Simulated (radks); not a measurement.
Spherical quantum dot in the effective-mass picture: electrons in a parabolic well V = omega^2 r^2 / 2 with omega = 4.3, with a point charge +2 (a donor) at the centre, all in effective atomic units (hartree* = m*/eps^2 hartree, bohr* = eps/m* bohr), one dielectric constant everywhere. Calculated with a radial shooting solver with Libxc functionals: non-relativistic Kohn-Sham, PBEsol, spin-polarised, spherical densities. Levels are named by radial order and angular momentum (1s, 1p, 1d, 2s, ...), and open shells are averaged over m.

N = 14, configuration 1s2 1p6 1d(up 4, down 0) 2s2. This is the lowest configuration that the search found. Occupied and some empty levels:

| level | occupation | eigenvalue (hartree*) | <r> (bohr*) |
|---|---|---|---|
| 1s up | 1 | 18.014 | 0.5341 |
| 1s down | 1 | 18.118 | 0.5278 |
| 1p up | 3 | 22.236 | 0.7981 |
| 1p down | 3 | 22.429 | 0.7948 |
| 2s up | 1 | 24.900 | 0.8479 |
| 2s down | 1 | 25.064 | 0.8516 |
| 1d up | 4 | 25.788 | 0.9545 |
| 1d down | 0 | 26.007 | 0.9545 |
| 1f up | 0 | 29.376 | 1.077 |
| 2p up | 0 | 29.461 | 0.9848 |
| 1f down | 0 | 29.593 | 1.079 |
| 2p down | 0 | 29.605 | 0.9876 |
| 1g up | 0 | 33.059 | 1.182 |
| 1g down | 0 | 33.259 | 1.186 |

Energy (hartree*): total 219.818, kinetic 72.954, external 53.197, Hartree 107.83, exchange-correlation -14.162.
